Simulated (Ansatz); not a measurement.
Reaction (hydrogenolysis of the Si–Al bond): `B[NH][AlH][SiH](F)Cl` + H₂ → `F[SiH2]Cl` + `B[NH][AlH2]`

Program: Ansatz. Geometries: PBE0-D4/def2-TZVP. ΔE: electronic, gas phase. CCSD(T)/CBS adds triple-zeta CCSD(T) − MP2 to the extrapolated MP2 energy (def2 sets, frozen cores). This one scheme is used for every species. Functionals use def2-TZVPP. Each species was taken in one conformer, which may not be the lowest.

`B[NH][AlH][SiH](F)Cl`:

Cartesian coordinates in Å:
```
B 1.933 0.217 0.263
N 1.355 -0.026 -0.994
Al -0.411 -0.281 -1.221
Si -1.834 -0.169 0.788
F -1.281 -1.074 1.987
Cl -1.856 1.790 1.430
H 3.113 0.398 0.377
H 1.216 0.240 1.227
H 1.986 -0.036 -1.784
H -0.961 -0.511 -2.689
H -3.260 -0.549 0.616
```

H₂:

Z-matrix (Å, degrees):
```
H
H 1 0.746
```

`F[SiH2]Cl`:

Cartesian coordinates in Å:
```
F 0.466 1.249 0.872
Si -0.111 0.048 0.005
Cl 1.410 -1.227 -0.447
H -0.656 0.602 -1.248
H -1.109 -0.672 0.818
```

`B[NH][AlH2]`:

Z-matrix (Å, degrees):
```
B
N 1 1.403
H 1 1.201 2 118.6
H 1 1.200 2 120.9 3 180.0
Al 2 1.803 1 124.4 3 -0.0
H 2 1.012 1 115.8 3 -180.0
H 5 1.577 2 118.3 1 0.1
H 5 1.583 2 117.1 1 -179.8
```

```tsv
level	ΔE (kJ/mol)	difference from CCSD(T)/CBS
r2SCAN-D4	-18.2	5.5
r2SCAN0-D4	-22.7	1.0
BHLYP-D4	-28.4	-4.7
PBE-QIDH	-26.3	-2.6
PBE0	-21.7	2.0
r2SCAN0	-25.9	-2.2
CCSD/def2-SVP	-41.0	-17.3
HF/def2-QZVPP	-57.8	-34.1
SCS-MP2/def2-QZVPP	-33.2	-9.5
HF/CBS(def2)	-58.0	-34.3
CCSD(T)/CBS	-23.7	0
```

(1) What do rigid-rotor, harmonic-oscillator terms from PBE0-D4/def2-TZVP frequencies (298.15 K, 1 bar) make of the CCSD(T)/CBS value? (An estimate is asked.)

Largest T1 diagnostic among the species: 0.012.

Results:

(1) Ansatz gave: ΔZPE = +10.0 kJ/mol, ΔH = -20.7 kJ/mol, ΔS = 31 J/(mol·K), ΔG = -30.1 kJ/mol. Modes under 50 cm⁻¹ make the entropy rough.

In def2-TZVPP, CCSD(T) changes the Hartree–Fock value by +29.8 kJ/mol (the triples alone add +5.6 kJ/mol) and MP2 by +28.2 kJ/mol. At CCSD(T), def2-SVP lies −13.5 kJ/mol from the extrapolated value and def2-TZVPP −3.3 kJ/mol. From r2SCAN to r2SCAN0 (25 % exact exchange), in def2-TZVPP and without D4, ΔE moves by −5.1 kJ/mol.

CCSD(T)/CBS has its own doubt, a few kJ/mol and more with outer-core shells, so smaller differences from it don't rank the levels.
